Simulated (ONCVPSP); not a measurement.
**Mn (Z = 25): from the effect back to the setting (ONCV)**

Base potential:

```
Element                 : manganese (Mn)
Generator               : ONCVPSP 4.0.1
Type                    : optimised norm-conserving Vanderbilt (ONCV)
Functional              : LDA (Perdew-Zunger)
Relativity              : scalar-relativistic
Frozen core             : [Ne] 3s2
Valence charge          : 13
Reference configuration : 3p6 3d5 4s1.75 4p0.25
Partial waves           : 4s: rc 2.20 bohr, ncon 4, nbas 7, qcut 2.4 1/bohr, 2 projectors, debl 2.1 Ha; 3p+4p: rc 1.65 bohr, ncon 4, nbas 8, qcut 8.3 1/bohr, 2 projectors; 3d: rc 1.50 bohr, ncon 4, nbas 9, qcut 8.5 1/bohr, 2 projectors, debl 1.2 Ha; f scattering state at 0.37 Ha: rc 2.35 bohr, ncon 3, nbas 8, qcut 5.4 1/bohr, 1 projector
Local potential         : polynomial inside 1.35 bohr (lpopt 5, dvloc0 4 Ha)
Core correction         : Teter function, fcfact 2, rcfact 1.1
```

Cutoffs, loose and tight: the cutoffs (Ha) at which the residual kinetic energy of the hardest occupied pseudo-wave falls to 1 and 0.1 mHa per electron. They do not see the model core or the augmentation charge, which bear on the density cutoff. Test errors are all-electron minus pseudo excitation energies from the reference, over the configurations 3p6 3d5 4s2 4p0; 3p6 3d5 4s1 4p0; 3p6 3d5 4s0 4p0; 3p6 3d3 4s0 4p0; variants that change the core or the reference have their own tests. The largest error is taken over the tests solved by every variant that gives reliable tests at all, those not shown here included: 3p6 3d5 4s0 4p0; 3p6 3d5 4s1 4p0; 3p6 3d5 4s2 4p0.

Only the scale of all radii but the core radius (base = 1) is moved (1 further runs of the sweep failed or gave no value and are left out):

```csv
scale of all radii but the core radius (base = 1),"cutoff, loose","cutoff, tight",bound ghosts,largest test error (meV)
0.89,72 Ha,169 Ha,none,-18
1.06,32 Ha,39 Ha,none,-12
1.15,30 Ha,34 Ha,none,-12
1.22,29 Ha,32 Ha,none,-14
1.28,28 Ha,31 Ha,none,-20
```

**Question.** One more run gave cutoff, loose: 35 Ha; cutoff, tight: 129 Ha; bound ghosts: none; largest test error (meV): -16 over the solved tests; 1 of 4 tests not solved or not reliable. Which value of the scale of all radii but the core radius (base = 1) was used?

**Answer.** 0.97. The loose cutoff moves one way along this sweep, from 72 Ha at 0.89 to 28 Ha at 1.28, which places the run between 0.89 and 1.06.
